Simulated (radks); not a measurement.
Results of a calculation; reference values are marked as such.
Ionisation of K, [Ar] 4s1, to K+, [Ar], under several functionals. Scalar-relativistic Kohn-Sham, spin-polarised, spherical densities, finite nucleus; open shells are filled with parallel spins first; a radial shooting solver on a logarithmic mesh with Libxc functionals.

functional                                      E(K) (hartree)  Exc (hartree)  IE (eV)  -e(HOMO) (eV)  <r> HOMO (bohr)  IE error (eV)
exchange-only r2SCAN                                -601.55268      -32.81278    3.954          2.397            5.246         -0.386
SOGGA                                               -601.16066      -32.40752    4.338          2.482            4.953         -0.003
AM05                                                -600.70842      -31.94197    4.380          2.533            4.914         +0.039
r2SCAN                                              -602.27879      -33.55469    4.269          2.595            4.965         -0.072
exchange-only LDA                                   -599.07396      -30.26488    4.059          2.198            5.034         -0.282
XLYP                                                -602.47269      -33.75045    4.503          2.427            4.862         +0.163
exchange-only B88                                   -601.53105      -32.78706    4.196          2.299            5.041         -0.144
LDA (Slater exchange, Perdew-Wang correlation)      -600.56315      -31.79035    4.549          2.627            4.822         +0.208
revPBE                                              -602.20889      -33.48453    4.409          2.520            4.978         +0.069
PBE                                                 -602.09154      -33.36248    4.467          2.543            4.928         +0.126

NIST Atomic Spectra Database: 4.341 eV (measured). Closest: SOGGA. The Delta-SCF values span 0.59 eV, the total energies 3.40 hartree. The highest occupied level is 4s.
